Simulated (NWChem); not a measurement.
System: C4H6O; SMILES C1C(CO1)=C

The following NWChem deck was run.

```
start job
memory heap 200 mb stack 900 mb global 1100 mb
geometry units angstroms noautosym nocenter noautoz
  C      0.000000     0.000000    -1.932405
  C      0.000000     0.000000    -0.595486
  C      0.000000     1.038330     0.505233
  O      0.000000     0.000000     1.513282
  C      0.000000    -1.038330     0.505233
  H      0.000000    -0.941420    -2.503669
  H      0.000000     0.941420    -2.503669
  H     -0.904527     1.689838     0.558661
  H      0.904527     1.689838     0.558661
  H      0.904527    -1.689838     0.558661
  H     -0.904527    -1.689838     0.558661
end
basis spherical
  * library 6-31g*
end
dft
  xc hfexch
  iterations 150
  mulliken
end
task dft energy
esp
  recalculate
  probe 0.07
  range 0.3
  factor 1.0
  spacing 0.02
end
task esp
```

Excerpt of the output:

```
             Northwest Computational Chemistry Package (NWChem) 7.3.0
             --------------------------------------------------------

                             Geometry "geometry" -> ""
                             -------------------------

 Output coordinates in angstroms (scale by  1.889725989 to convert to a.u.)

  No.       Tag          Charge          X              Y              Z
 ---- ---------------- ---------- -------------- -------------- --------------
    1 C                    6.0000     0.00000000     0.00000000    -1.93240500
    2 C                    6.0000     0.00000000     0.00000000    -0.59548600
    3 C                    6.0000     0.00000000     1.03833000     0.50523300
    4 O                    8.0000     0.00000000     0.00000000     1.51328200
    5 C                    6.0000     0.00000000    -1.03833000     0.50523300
    6 H                    1.0000     0.00000000    -0.94142000    -2.50366900
    7 H                    1.0000     0.00000000     0.94142000    -2.50366900
    8 H                    1.0000    -0.90452700     1.68983800     0.55866100
    9 H                    1.0000     0.90452700     1.68983800     0.55866100
   10 H                    1.0000     0.90452700    -1.68983800     0.55866100
   11 H                    1.0000    -0.90452700    -1.68983800     0.55866100

 Effective nuclear repulsion energy (a.u.)     168.2141582599

  xc_inp: hfexch multiplicative factor not found.

                                 NWChem DFT Module
                                 -----------------

 Summary of "ao basis" -> "ao basis" (spherical)
 ------------------------------------------------------------------------------
       Tag                 Description            Shells   Functions and Types
 ---------------- ------------------------------  ------  ---------------------
 C                           6-31g*                  6       14   3s2p1d
 O                           6-31g*                  6       14   3s2p1d
 H                           6-31g*                  2        2   2s

            General Information
            -------------------
          SCF calculation type: DFT
          Wavefunction type:  closed shell.
          No. of atoms     :    11
          No. of electrons :    38
           Alpha electrons :    19
            Beta electrons :    19
          Charge           :     0
          Spin multiplicity:     1
          Use of symmetry is: off; symmetry adaption is: off
          Maximum number of iterations: 150
          AO basis - number of functions:    82
                     number of shells:    42
          Convergence on energy requested:  1.00D-06
          Convergence on density requested:  1.00D-05
          Convergence on gradient requested:  5.00D-04

              XC Information
              --------------
                     Hartree-Fock (Exact) Exchange  1.000

      Superposition of Atomic Density Guess
      -------------------------------------

 Sum of atomic energies:        -228.38476406

      Non-variational initial energy
      ------------------------------

 Total energy =    -231.270238
 1-e energy   =    -641.939851
 2-e energy   =     242.455454
 HOMO         =      -0.263770
 LUMO         =       0.027363

     ---------------------------------------------
      Total Density - Mulliken Population Analysis
     ---------------------------------------------

[...]

                     NWChem Electrostatic Potential Fit Module
                     -----------------------------------------

 Atom parameters

 Number of atoms is                                   11
 Number of basis functions is                         82

 Grid parameters

 Maximum number of grid points is                  42300
 Number of grid points is                          42299
 Grid range                                     0.300000 nm
 Grid spacing                                   0.020000 nm
 Probe radius                                   0.070000 nm
 Atom radius factor                             1.000000

 Atomic radii

    1    0.100000
    6    0.147000
    8    0.136000
 FASTESP  F
  using M.O. file = ./job.movecs

    Atom              Coordinates                           Charge

                                                  ESP

    1 C     0.000000    0.000000   -0.193241   -0.448575
    2 C     0.000000    0.000000   -0.059549   -0.160622
    3 C     0.000000    0.103833    0.050523    0.511379
    4 O     0.000000    0.000000    0.151328   -0.614452
    5 C     0.000000   -0.103833    0.050523    0.507962
    6 H     0.000000   -0.094142   -0.250367    0.176644
    7 H     0.000000    0.094142   -0.250367    0.176238
    8 H    -0.090453    0.168984    0.055866   -0.037982
    9 H     0.090453    0.168984    0.055866   -0.037474
   10 H     0.090453   -0.168984    0.055866   -0.036918
   11 H    -0.090453   -0.168984    0.055866   -0.036199
                                            ------------
                                               -0.000000

 Dipole moment                                  0.791533

 Quadrupole moment Qxx                         -1.500470
                   Qyy                         10.380810
                   Qzz                         -8.880340

 RMS deviation kJ/mol                           0.056667

 RRMS %                                        29.518719
```

Level: Hartree-Fock/6-31G* (spherical d). The geometry was optimised at PBE-D3(BJ)/def2-SVP.
